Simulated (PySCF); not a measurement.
A run for PySCF: D3(BJ) and D4 dispersion corrections on H3NSTe (SMILES N[Te]S), a point of a torsion scan.

```python
from pyscf import gto
from pyscf.dispersion import dftd3, dftd4

mol = gto.M(
    atom='''
    N    -1.42409265    0.01597134    0.24868261
    Te    0.05815729   -1.08196482    1.06539381
    S     1.87281738   -0.34322161   -0.39707863
    H    -1.25876113    1.01187216    0.31202557
    H    -1.59541603   -0.21146624   -0.72184668
    H     2.77667861   -1.09801680    0.20175110
    ''',
    basis='def2-svp',
    charge=0, spin=0, verbose=0, max_memory=1800)
d3, d4 = {}, {}
for xc in ['hf', 'pbe', 'blyp', 'revpbe', 'tpss', 'r2scan', 'b3lyp', 'pbe0', 'bhlyp', 'camb3lyp', 'b2plyp']:
    d3[xc] = float(dftd3.DFTD3Dispersion(mol, xc=xc, version='d3bj', atm=False).get_dispersion()['energy'])
    print(f'D3(BJ) {xc:10s} {d3[xc]:14.8f} Eh')
for xc in ['hf', 'pbe', 'blyp', 'revpbe', 'tpss', 'r2scan', 'b3lyp', 'pbe0', 'bhlyp', 'camb3lyp', 'b2plyp']:
    d4[xc] = float(dftd4.DFTD4Dispersion(mol, xc={'camb3lyp': 'cam-b3lyp'}.get(xc, xc), atm=True).get_dispersion()['energy'])
    print(f'D4     {xc:10s} {d4[xc]:14.8f} Eh')
```

Program output:

```
D3(BJ) hf            -0.04467886 Eh
D3(BJ) pbe           -0.00517660 Eh
D3(BJ) blyp          -0.01206827 Eh
D3(BJ) revpbe        -0.01239055 Eh
D3(BJ) tpss          -0.00681022 Eh
D3(BJ) r2scan        -0.00138846 Eh
D3(BJ) b3lyp         -0.01008701 Eh
D3(BJ) pbe0          -0.00474903 Eh
D3(BJ) bhlyp         -0.00886887 Eh
D3(BJ) camb3lyp      -0.00477905 Eh
D3(BJ) b2plyp        -0.00521371 Eh
D4     hf            -0.01734939 Eh
D4     pbe           -0.00517693 Eh
D4     blyp          -0.01125236 Eh
D4     revpbe        -0.01369227 Eh
D4     tpss          -0.00694489 Eh
D4     r2scan        -0.00111278 Eh
D4     b3lyp         -0.00855246 Eh
D4     pbe0          -0.00437281 Eh
D4     bhlyp         -0.00754942 Eh
D4     camb3lyp      -0.00452987 Eh
D4     b2plyp        -0.00355760 Eh
```

The run finished.

Cost: about 0.03 core-seconds (a rough figure).
